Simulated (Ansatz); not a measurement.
Input file for `F[SiH][SiH](F)F` radical:

```yaml
crystal:
  periodic: [false, false, false]
  atoms:
    - {symbol: F, position_ang: [-2.257928, 0.531973, 0.684289]}
    - {symbol: Si, position_ang: [-0.724314, 0.395583, 1.145528]}
    - {symbol: Si, position_ang: [0.569362, -0.475983, -0.609604]}
    - {symbol: F, position_ang: [2.073622, -0.477357, -0.089920]}
    - {symbol: F, position_ang: [0.136410, -1.985587, -0.853891]}
    - {symbol: H, position_ang: [-0.275487, 1.741338, 1.604245]}
    - {symbol: H, position_ang: [0.539636, 0.202033, -1.926347]}
basis:
  gaussian: {orbitals: def2-TZVPP}
magnetization: {spin_polarized: true, initial_magnetization: 1}
correlation: {method: ccsd_t}
scf: {omitted_lower_state_checks: [cluster_reference]}
output: {orbitals: {seedname: orbitals}}
```

```sh
$ ansatz run in.yaml --threads 4 --pin off --events-out ev --progress --plain --max-ram 10444MiB
```

Log, shortened:

```
Functional definition: HF
1268 factors; integrals over basis functions are off by at most 8.2e-4 eV
mean field evaluation 1: about -23878.6294 eV, gradient 3.1e1 eV
mean field evaluation 2: about -23878.6358 eV, gradient 3.1e1 eV
mean field evaluation 4: about -23882.3848 eV, gradient 2.5e0 eV
mean field evaluation 8: about -23882.4902 eV, gradient 2.0e-1 eV
mean field -23882.49123593 eV, -877.6653647863 hartree, gradient 7.8e-6 eV, S^2 0.760602; 0 other end points of the search recorded, 0 dependent functions left out
13 core orbitals not correlated: weight in the atoms' cores, before any rotation towards them, 1.000 or more for the frozen orbitals, at most 0.000 for the correlated occupied ones
reference -23882.49123593 eV, -877.6653647863 hartree; 16, 15 occupied and 176, 177 virtual orbitals, 1268 factors
second order -26.01132200 eV of doubles, -0.00000000 eV of singles
cycle   1  -25.96461135 eV  change    4.7e-2 eV  update   1.1e-1
cycle   2  -26.53476601 eV  change   -5.7e-1 eV  update   3.5e-2
cycle   3  -26.69010287 eV  change   -1.6e-1 eV  update   1.9e-2
cycle   4  -26.67436293 eV  change    1.6e-2 eV  update   5.7e-3
cycle   5  -26.67096168 eV  change    3.4e-3 eV  update   3.1e-3
cycle   6  -26.67366680 eV  change   -2.7e-3 eV  update   1.3e-3
cycle   7  -26.67362970 eV  change    3.7e-5 eV  update   6.6e-4
cycle   8  -26.67353154 eV  change    9.8e-5 eV  update   2.8e-4
cycle   9  -26.67368219 eV  change   -1.5e-4 eV  update   1.4e-4
cycle  10  -26.67363353 eV  change    4.9e-5 eV  update   6.1e-5
cycle  11  -26.67364042 eV  change   -6.9e-6 eV  update   3.0e-5
perturbative correction -0.79349500 eV, -0.0291604033 hartree
Total energy: -23909.95837135 eV, -878.6747633951 hartree
Checks for a lower state left out: cluster_reference
```

It took 4.6 min on 4 threads of an Arm Neoverse V1 on a shared host, with 7.3 GiB of host memory at the peak.

MP2 recovers 94.7 % of the CCSD(T) correlation energy and the triples give 2.9 %; T1 = 0.0145.
